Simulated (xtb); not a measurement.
C₂H₃ (SMILES [CH]=C), doublet, geometry from GFN2-xTB. Base run: GFN0-xTB (xtb 6.7.1).

Geometry (Å):
```xyz
5

C      0.0525    -0.5743    -0.0173
C      0.0370     0.7127     0.0220
H     -0.8439    -1.2015    -0.0406
H      0.9747    -1.1396    -0.0305
H     -0.6680     1.5107     0.0432
```
Charge 0, spin multiplicity 2.
All else is at xtb's defaults.
Base energy -5.78293 Eh.

Each row names what was changed in the base input (with any setting that the change needs).

```tsv
change	ΔE vs base (mEh)
base	0.000
etemp = 5000	-3.040
acc = 0.0001	0.000
etemp = 10000	-26.123
```
